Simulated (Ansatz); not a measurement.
Isolated molecules relaxed with PBE0-D4/def2-TZVP in Ansatz; ΔE leaves out vibrations. CCSD(T)/CBS adds triple-zeta CCSD(T) − MP2 to the extrapolated MP2 energy (def2 sets, frozen cores). This one scheme is used for every species. DFT in def2-TZVPP. B3LYP here is the variant with VWN-RPA as its local correlation; programs differ in this. HSE06 is defined as in plane-wave codes. def2 core potentials past Kr. For W outer-core shells are correlated without core-valence functions, which leaves a few kJ/mol of doubt a bond. Each species was taken in one conformer, which may not be the lowest.

`[OH][W]([F])([F])(=[S])[Cl]` + H–F → `[F][W]([F])([F])(=[S])[Cl]` + H₂O  (ligand exchange at a W–O bond)

`[OH][W]([F])([F])(=[S])[Cl]`:

Cartesian coordinates in Å:
```
O -1.450 0.507 -0.040
W 0.326 -0.023 0.050
F 0.669 1.816 -0.351
F 1.352 0.368 1.530
S -0.028 -2.053 0.619
Cl 1.270 -0.475 -1.946
H -2.138 -0.141 0.137
```

H–F:

Z-matrix (Å, degrees):
```
F
H 1 0.920
```

`[F][W]([F])([F])(=[S])[Cl]`:

Z-matrix (Å, degrees):
```
W
F 1 1.853
F 1 1.850 2 84.6
Cl 1 2.270 2 146.7 3 -76.9
F 1 1.850 2 84.6 3 -153.7
S 1 2.090 2 107.4 3 103.1
```

H₂O:

Z-matrix (Å, degrees):
```
O
H 1 0.960
H 1 0.960 2 105.1
```

```tsv
level	ΔE (kcal/mol)	difference from CCSD(T)/CBS
LDA (SPW92)	-20.4	-1.5
PBE-D4	-20.9	-2.0
revPBE-D4	-20.5	-1.6
BLYP-D4	-21.7	-2.8
B97M-V	-23.8	-4.9
PBE0-D4	-21.1	-2.2
r2SCANh-D4	-22.6	-3.7
r2SCAN0-D4	-22.5	-3.6
HSE06-D4	-21.0	-2.1
BHLYP-D4	-22.8	-3.9
CAM-B3LYP-D4	-23.0	-4.1
ωB97X-V	-23.0	-4.1
ωB97M-V	-22.6	-3.7
B2PLYP	-20.5	-1.6
PBE-QIDH	-19.7	-0.8
PBE	-21.5	-2.6
revPBE	-21.9	-3.0
BLYP	-22.9	-4.0
r2SCAN	-22.9	-4.0
PBE0	-21.7	-2.8
B3LYP	-22.9	-4.0
r2SCANh	-22.8	-3.9
r2SCAN0	-22.7	-3.8
BHLYP	-23.6	-4.7
CAM-B3LYP	-23.5	-4.6
LC-ωPBE	-23.5	-4.6
RPA@PBE/def2-TZVPP	-19.3	-0.4
HF/def2-SVP	-26.3	-7.4
MP2/def2-SVP	-19.2	-0.3
CCSD/def2-SVP	-22.6	-3.7
CCSD(T)/def2-SVP	-21.3	-2.4
MP2/def2-TZVPP	-16.7	2.2
SCS-MP2/def2-TZVPP	-17.9	1.0
CCSD/def2-TZVPP	-20.6	-1.7
HF/def2-QZVPP	-25.9	-7.0
MP2/def2-QZVPP	-16.8	2.1
SCS-MP2/def2-QZVPP	-18.0	0.9
HF/CBS(def2)	-25.9	-7.0
MP2/CBS(def2)	-16.7	2.2
CCSD/CBS(def2)	-20.6	-1.7
CCSD(T)/CBS	-18.9	0
```

Largest T1 diagnostic among the species: 0.022, so the coupled-cluster value is less sure than usual.

From BLYP to BHLYP (50 % exact exchange), in def2-TZVPP and without D4, ΔE moves by −0.7 kcal/mol. In def2-TZVPP, CCSD(T) changes the Hartree–Fock value by +6.6 kcal/mol (the triples alone add +1.6 kcal/mol) and MP2 by +8.8 kcal/mol. At CCSD(T), def2-SVP lies −2.4 kcal/mol from the extrapolated value and def2-TZVPP −0.0 kcal/mol.
